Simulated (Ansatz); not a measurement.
`O[SiH](O)[NH][GeH3]` + `[OH][AlH2]` → `O[SiH](O)[O][AlH2]` + `[NH2][GeH3]`  (ligand exchange at the Si–N bond)

Isolated molecules relaxed with PBE0-D4/def2-TZVP in Ansatz; ΔE leaves out vibrations. CCSD(T)/CBS adds triple-zeta CCSD(T) − MP2 to the extrapolated MP2 energy (def2 sets, frozen cores). This one scheme is used for every species. Functionals use def2-TZVPP. For Ge outer-core shells are correlated without core-valence functions, which leaves a few kJ/mol of doubt a bond. Scalar relativity is left out up to krypton. One conformer a species, not always the lowest.

`O[SiH](O)[NH][GeH3]`:

Z-matrix (Å, degrees):
```
Si
O 1 1.646
N 1 1.700 2 114.0
O 1 1.638 2 103.5 3 -119.3
H 1 1.484 2 110.5 3 120.2
H 2 0.958 1 117.2 3 -54.5
Ge 3 1.845 1 126.4 2 -70.6
H 3 1.008 1 116.5 2 125.5
H 4 0.959 1 116.0 2 -22.4
H 7 1.539 3 111.1 1 -97.6
H 7 1.532 3 106.9 1 23.1
H 7 1.540 3 108.4 1 142.5
```

`[OH][AlH2]`:

Cartesian coordinates in Å:
```
O 1.213 0.070 -0.053
Al -0.455 -0.230 -0.036
H 1.598 0.920 0.156
H -1.459 0.937 0.342
H -0.897 -1.697 -0.409
```

`O[SiH](O)[O][AlH2]`:

```xyz
10

O     1.813   -1.043    0.646
Si    0.428   -0.921   -0.223
O    -0.651   -1.913    0.496
O    -0.059    0.621   -0.266
Al   -1.073    1.969   -0.326
H     2.438   -0.321    0.580
H     0.592   -1.386   -1.614
H    -0.480   -2.145    1.410
H    -0.381    3.383   -0.211
H    -2.628    1.756   -0.493
```

`[NH2][GeH3]`:

Cartesian coordinates in Å:
```
N -0.493 1.038 -0.173
Ge 0.130 -0.665 0.158
H -0.043 1.750 0.386
H -0.425 1.312 -1.144
H -0.686 -1.617 -0.729
H 1.634 -0.869 -0.145
H -0.116 -0.949 1.647
```

Question: Is it downhill or uphill in electronic energy at CCSD(T)/CBS, and by how much? (Best estimate.)

Answer: Ansatz gave: Downhill: ΔE = -13.4 kcal/mol.

Question: What do these levels give: PBE-D4, r2SCAN-D4, PBE0-D4, ωB97X-V, ωB97M-V, r2SCAN, PBE0, HF/def2-TZVPP, MP2/def2-TZVPP, MP2/def2-QZVPP, SCS-MP2/def2-QZVPP, MP2/CBS(def2)? (Best estimate.)

Answer: Computed: PBE-D4 -12.1, r2SCAN-D4 -13.7, PBE0-D4 -12.8, ωB97X-V -13.5, ωB97M-V -13.3, r2SCAN -13.9, PBE0 -13.5, HF/def2-TZVPP -17.2, MP2/def2-TZVPP -13.1, MP2/def2-QZVPP -13.1, SCS-MP2/def2-QZVPP -13.9, MP2/CBS(def2) -13.0 kcal/mol.

Largest T1 diagnostic among the species: 0.012.

The D4 term adds +1.2 kcal/mol with B3LYP and +0.7 kcal/mol with PBE0; it sums over pairs of atoms, weighted by their polarisabilities, and B3LYP, whose exchange is more repulsive, gets the larger term. In def2-TZVPP, CCSD(T) changes the Hartree–Fock value by +3.7 kcal/mol (the triples alone add +0.5 kcal/mol) and MP2 by +4.1 kcal/mol.

B3LYP here is the variant with VWN-RPA as its local correlation; programs differ in this.
